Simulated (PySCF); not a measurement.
# UHF on Kr (krypton, neutral)

Configuration: [Kr], closed-shell 1S. All numbers are calculated (PySCF 2.14, the non-relativistic Hamiltonian (point nucleus), in def2-SVP (5s4p3d, 32 functions)).

```json
{
  "Total energy": "-2751.669879 hartree",
  "One-electron energy": "-3830.1864 hartree",
  "Hartree (Coulomb) energy": "1172.3699 hartree",
  "Exchange energy": "-93.8534 hartree",
  "Kinetic energy": "2751.66938 hartree",
  "⟨S²⟩": "0.0000",
  "⟨L²⟩": "0.000",
  "Sum of ⟨r⟩": "26.17 bohr",
  "Sum of ⟨r²⟩": "38.92 bohr²",
  "Density at the nucleus (Gaussians lack the cusp)": "30300 bohr⁻³",
  "Langevin diamagnetic susceptibility": "-30.8 ×10⁻⁶ cm³/mol",
  "Time after the integrals": "0.06 s of wall time on 1 thread of Neoverse-V1 (shared host)"
}
```

| shell | electrons | mean orbital energy (eV) | rms radius, mean of both spins (bohr) |
| --- | --- | --- | --- |
| 1s | 2 | -14152.8 | 0.0491 |
| 2s | 2 | -1901.3 | 0.203 |
| 2p | 6 | -1714.2 | 0.179 |
| 3s | 2 | -294.94 | 0.577 |
| 3p | 6 | -226.53 | 0.586 |
| 3d | 10 | -103.91 | 0.610 |
| 4s | 2 | -31.148 | 1.75 |
| 4p | 6 | -14.103 | 2.09 |
